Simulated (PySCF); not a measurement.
PySCF input file for C4H7O, SMILES [CH2]C(=O)CC, multiplicity 2, TDA-PBE/def2-SVPD. Coordinates come from a PBE-D3(BJ)/def2-SVP optimisation. The isomer is the one that the SMILES or the coordinates give; other isomers of the formula were not compared. One conformer was computed; it need not be the lowest.

```python
import numpy as np
from pyscf import gto, scf, dft, tdscf

mol = gto.M(
    atom='''
    C     0.55517920    1.88122748   -0.00000000
    C    -0.10893559    0.59315944    0.00000000
    O    -1.34848026    0.51833726    0.00000000
    C     0.76780020   -0.66075654   -0.00000000
    C    -0.03562401   -1.95447245   -0.00000000
    H     1.65275436    1.97695477   -0.00000000
    H    -0.06768610    2.78859607    0.00000000
    H     1.44665802   -0.60366676    0.88112873
    H     1.44665802   -0.60366676   -0.88112872
    H     0.62915602   -2.84027663    0.00000000
    H    -0.69510852   -2.00979320   -0.88836253
    H    -0.69510852   -2.00979321    0.88836253
    ''',
    basis='def2-SVPD',
    charge=0,
    spin=1,
    max_memory=1600,
    verbose=4,
)
mf = dft.UKS(mol, xc='pbe').density_fit(auxbasis='def2-universal-jkfit')
mf.grids.level = 3
mf.conv_tol = 1e-9
mf.max_cycle = 100
mf.kernel()
fine, coarse = mf.grids, dft.Grids(mol).set(level=1).build(with_non0tab=True)
for _ in range(3):  # follow internal instabilities
    mf.grids = coarse
    mo, _, stable, _ = mf.stability(return_status=True, nroots=4)
    mf.grids = fine
    if stable:
        break
    mf.kernel(mf.make_rdm1(mo, mf.mo_occ))
mf.grids = dft.Grids(mol).set(level=1).build(with_non0tab=True)  # coarser grid for the response kernel
td = tdscf.TDA(mf)
td.nstates = 10
td.conv_tol = 1e-4
td.positive_eig_threshold = 1e-6
td.kernel(x0=td.get_init_guess(mf, 15))
td.analyze()
```

Program output:

```
PySCF version 2.14.0

[INPUT] verbose = 4
[INPUT] num. atoms = 12
[INPUT] num. electrons = 39
[INPUT] charge = 0
[INPUT] spin (= nelec alpha-beta = 2S) = 1
[INPUT] symmetry False subgroup None
[INPUT] Mole.unit = angstrom
[INPUT] Symbol           X                Y                Z      unit          X                Y                Z       unit  Magmom
[INPUT]  1 C      0.555179200000   1.881227480000   0.000000000000 AA    1.049136638055   3.555004715206   0.000000000000 Bohr   0.0
[INPUT]  2 C     -0.108935590000   0.593159440000   0.000000000000 AA   -0.205858430318   1.120908889800   0.000000000000 Bohr   0.0
[INPUT]  3 O     -1.348480260000   0.518337260000   0.000000000000 AA   -2.548258375782   0.979515461557   0.000000000000 Bohr   0.0
[INPUT]  4 C      0.767800200000  -0.660756540000   0.000000000000 AA    1.450932096386  -1.248648895615   0.000000000000 Bohr   0.0
[INPUT]  5 C     -0.035624010000  -1.954472450000   0.000000000000 AA   -0.067319622359  -3.693417648508   0.000000000000 Bohr   0.0
[INPUT]  6 H      1.652754360000   1.976954770000   0.000000000000 AA    3.123253091581   3.735903075953   0.000000000000 Bohr   0.0
[INPUT]  7 H     -0.067686100000   2.788596070000   0.000000000000 AA   -0.127908191440   5.269682844338   0.000000000000 Bohr   0.0
[INPUT]  8 H      1.446658020000  -0.603666760000   0.881128730000 AA    2.733787453706  -1.140764846904   1.665091980186 Bohr   0.0
[INPUT]  9 H      1.446658020000  -0.603666760000  -0.881128720000 AA    2.733787453706  -1.140764846904  -1.665091961289 Bohr   0.0
[INPUT] 10 H      0.629156020000  -2.840276630000   0.000000000000 AA    1.188932567421  -5.367344948703   0.000000000000 Bohr   0.0
[INPUT] 11 H     -0.695108520000  -2.009793200000  -0.888362530000 AA   -1.313564729652  -3.797958715013  -1.678761881026 Bohr   0.0
[INPUT] 12 H     -0.695108520000  -2.009793210000   0.888362530000 AA   -1.313564729652  -3.797958733910   1.678761881026 Bohr   0.0

nuclear repulsion = 166.735452130391
number of shells = 69
number of NR pGTOs = 223
number of NR cGTOs = 159
basis = def2-SVPD
ecp = {}


[settings echo left out]
init E= -231.507007884026
  alpha nocc = 20  HOMO = -0.251171706442686  LUMO = -0.0742416359910929
  beta  nocc = 19  HOMO = -0.334333436839608  LUMO = -0.251171706442686

WARN: HOMO -0.251171706442686 >= LUMO -0.251171706442686

cycle= 1 E= -231.19041139086  delta_E= 0.317  |g|= 0.605  |ddm|= 3.36
  alpha nocc = 20  HOMO = -0.0183133663951982  LUMO = -8.21755621194242e-06
  beta  nocc = 19  HOMO = -0.115595718028353  LUMO = -0.011556692304556
  HOMO = -0.0183133663952  LUMO = -0.0115566923046  gap/eV = 0.18386
cycle= 2 E= -228.637040039018  delta_E= 2.55  |g|= 2.14  |ddm|= 19.6
  alpha nocc = 20  HOMO = -0.190769768695414  LUMO = -0.00837766697611775
  beta  nocc = 19  HOMO = -0.217701132954089  LUMO = -0.147989914540829
  HOMO = -0.190769768695  LUMO = -0.147989914541  gap/eV = 1.16410
cycle= 3 E= -231.308317283506  delta_E= -2.67  |g|= 0.292  |ddm|= 19.6
  alpha nocc = 20  HOMO = -0.21392250525692  LUMO = -0.0176400679884403
  beta  nocc = 19  HOMO = -0.205416622095519  LUMO = -0.184244064917998
  HOMO = -0.205416622096  LUMO = -0.184244064918  gap/eV = 0.57613
cycle= 4 E= -231.341535674195  delta_E= -0.0332  |g|= 0.19  |ddm|= 0.642
  alpha nocc = 20  HOMO = -0.216379010962119  LUMO = -0.0200643381769914
  beta  nocc = 19  HOMO = -0.209969239502753  LUMO = -0.172283281334982
  HOMO = -0.209969239503  LUMO = -0.172283281335  gap/eV = 1.02549
cycle= 5 E= -231.359250345673  delta_E= -0.0177  |g|= 0.0241  |ddm|= 0.217
  alpha nocc = 20  HOMO = -0.215493818282368  LUMO = -0.0178532344168807
  beta  nocc = 19  HOMO = -0.209147852836418  LUMO = -0.166054622890771
  HOMO = -0.209147852836  LUMO = -0.166054622891  gap/eV = 1.17263
cycle= 6 E= -231.359546587695  delta_E= -0.000296  |g|= 0.0138  |ddm|= 0.0703
  alpha nocc = 20  HOMO = -0.217288682740169  LUMO = -0.0188235091459554
  beta  nocc = 19  HOMO = -0.210807899136025  LUMO = -0.167162979004823
  HOMO = -0.210807899136  LUMO = -0.167162979005  gap/eV = 1.18764
cycle= 7 E= -231.359638697497  delta_E= -9.21e-05  |g|= 0.00488  |ddm|= 0.0266
  alpha nocc = 20  HOMO = -0.217738142858696  LUMO = -0.0194225928489207
  beta  nocc = 19  HOMO = -0.211100630827517  LUMO = -0.166651215365914
  HOMO = -0.211100630828  LUMO = -0.166651215366  gap/eV = 1.20953
cycle= 8 E= -231.359651971262  delta_E= -1.33e-05  |g|= 0.002  |ddm|= 0.011
  alpha nocc = 20  HOMO = -0.217319737397894  LUMO = -0.0190717683451074
  beta  nocc = 19  HOMO = -0.210601959820139  LUMO = -0.166288744489655
  HOMO = -0.21060195982  LUMO = -0.16628874449  gap/eV = 1.20582
cycle= 9 E= -231.359654335149  delta_E= -2.36e-06  |g|= 0.000747  |ddm|= 0.00437
  alpha nocc = 20  HOMO = -0.217477124761917  LUMO = -0.0192177502485622
  beta  nocc = 19  HOMO = -0.210699813893245  LUMO = -0.166376891556943
  HOMO = -0.210699813893  LUMO = -0.166376891557  gap/eV = 1.20609
cycle= 10 E= -231.359654698725  delta_E= -3.64e-07  |g|= 0.000327  |ddm|= 0.00185
  alpha nocc = 20  HOMO = -0.217504968525292  LUMO = -0.0192151748465679
  beta  nocc = 19  HOMO = -0.210710488985937  LUMO = -0.166344927447065
  HOMO = -0.210710488986  LUMO = -0.166344927447  gap/eV = 1.20725
cycle= 11 E= -231.35965476105  delta_E= -6.23e-08  |g|= 4.75e-05  |ddm|= 0.00069
  alpha nocc = 20  HOMO = -0.21751289356428  LUMO = -0.0192180057571565
  beta  nocc = 19  HOMO = -0.210710036251736  LUMO = -0.16635118270738
  HOMO = -0.210710036252  LUMO = -0.166351182707  gap/eV = 1.20707
cycle= 12 E= -231.359654762929  delta_E= -1.88e-09  |g|= 2.93e-05  |ddm|= 0.000198
  alpha nocc = 20  HOMO = -0.217511983872908  LUMO = -0.0192175306427296
  beta  nocc = 19  HOMO = -0.210707668551015  LUMO = -0.166352124464253
  HOMO = -0.210707668551  LUMO = -0.166352124464  gap/eV = 1.20698
cycle= 13 E= -231.359654763351  delta_E= -4.22e-10  |g|= 1.61e-05  |ddm|= 6.39e-05
  alpha nocc = 20  HOMO = -0.21751168369352  LUMO = -0.0192180631789052
  beta  nocc = 19  HOMO = -0.210706793056131  LUMO = -0.166354472993014
  HOMO = -0.210706793056  LUMO = -0.166354472993  gap/eV = 1.20689
Extra cycle  E= -231.359654763182  delta_E= 1.69e-10  |g|= 2.5e-05  |ddm|= 5.14e-05
converged SCF energy = -231.359654763182  <S^2> = 0.75699368  2S+1 = 2.0069815
tot grids = 43208
uhf_internal: lowest eigs of H = [0.84185242 0.85157615 0.85477557 0.85605949]
<class 'pyscf.df.df_jk.DFUKS'> wavefunction is stable in the internal stability analysis
tot grids = 43208
Overwritten attributes  positive_eig_threshold  of <class 'pyscf.tdscf.uks.TDA'>


******** <class 'pyscf.tdscf.uks.TDA'> for <class 'pyscf.df.df_jk.DFUKS'> ********
nstates = 10
deg_eia_thresh = 1.000e-03
wfnsym = None
conv_tol = 0.0001
eigh lindep = 1e-12
eigh level_shift = 0
eigh max_cycle = 100


Excitation energies (eV)
[1.1385835  3.81002458 4.16069897 4.4709863  4.60324828 4.7592426
 5.25325545 5.34259241 5.71554271 5.85569346]

** Excitation energies and oscillator strengths **
Excited State   1:      1.13858 eV   1088.93 nm  f=0.0000
      19b ->   20b     -0.99829
Excited State   2:      3.81002 eV    325.42 nm  f=0.0149
      19a ->   21a     -0.18223
      18b ->   20b      0.97211
Excited State   3:      4.16070 eV    297.99 nm  f=0.0000
      17b ->   20b      0.99667
Excited State   4:      4.47099 eV    277.31 nm  f=0.0001
      20a ->   21a      0.10508
      16b ->   20b     -0.99044
Excited State   5:      4.60325 eV    269.34 nm  f=0.0040
      15a ->   21a      0.10490
      19a ->   21a     -0.47910
      15b ->   20b     -0.86203
Excited State   6:      4.75924 eV    260.51 nm  f=0.0000
      20a ->   21a      0.88382
      16b ->   20b      0.11387
      19b ->   21b     -0.44641
Excited State   7:      5.25326 eV    236.01 nm  f=0.0002
      20a ->   21a     -0.44780
      19b ->   21b     -0.89262
Excited State   8:      5.34259 eV    232.07 nm  f=0.0005
      14b ->   20b      0.99438
Excited State   9:      5.71554 eV    216.92 nm  f=0.0048
      20a ->   22a      0.27614
      19b ->   22b     -0.96047
Excited State  10:      5.85569 eV    211.73 nm  f=0.0138
      20a ->   22a     -0.95956
      19b ->   22b     -0.27568

** Transition electric dipole moments (AU) **
state          X           Y           Z        Dip. S.      Osc.
  1        -0.0000      0.0000     -0.0035      0.0000      0.0000
  2        -0.2523      0.3095     -0.0000      0.1594      0.0149
  3         0.0000      0.0000     -0.0080      0.0001      0.0000
  4         0.0000      0.0000      0.0291      0.0008      0.0001
  5        -0.1548     -0.1052      0.0000      0.0350      0.0040
  6         0.0000      0.0000      0.0178      0.0003      0.0000
  7        -0.0000      0.0000     -0.0387      0.0015      0.0002
  8         0.0000     -0.0000      0.0642      0.0041      0.0005
  9         0.0488     -0.1781      0.0000      0.0341      0.0048
 10         0.0966     -0.2952      0.0000      0.0965      0.0138

** Transition velocity dipole moments (imaginary part, AU) **
state          X           Y           Z        Dip. S.      Osc.
  1         0.0000     -0.0000     -0.0130      0.0002      0.0027
  2         0.0425      0.0214      0.0000      0.0023      0.0108
  3        -0.0000     -0.0000     -0.0020      0.0000      0.0000
  4        -0.0000     -0.0000      0.0075      0.0001      0.0002
  5         0.0258      0.0014      0.0000      0.0007      0.0026
  6        -0.0000     -0.0000     -0.0075      0.0001      0.0002
  7        -0.0000      0.0000      0.0204      0.0004      0.0014
  8        -0.0000     -0.0000      0.0007      0.0000      0.0000
  9         0.0073     -0.0365      0.0000      0.0014      0.0044
 10         0.0119     -0.0666      0.0000      0.0046      0.0142

** Transition magnetic dipole moments (imaginary part, AU) **
state          X           Y           Z
  1        -0.3281     -0.1353      0.0000
  2         0.0000     -0.0000     -0.1568
  3        -0.1051      0.0910      0.0000
  4        -0.0705     -0.2136      0.0000
  5        -0.0000     -0.0000     -0.0896
  6         0.3442      0.0717      0.0000
  7        -0.9168     -0.0673      0.0000
  8        -0.0143      0.0549      0.0000
  9        -0.0000     -0.0000     -0.1398
 10        -0.0000     -0.0000     -0.2547
```

Self-consistency was reached.

Cost: roughly 4 core-minutes.
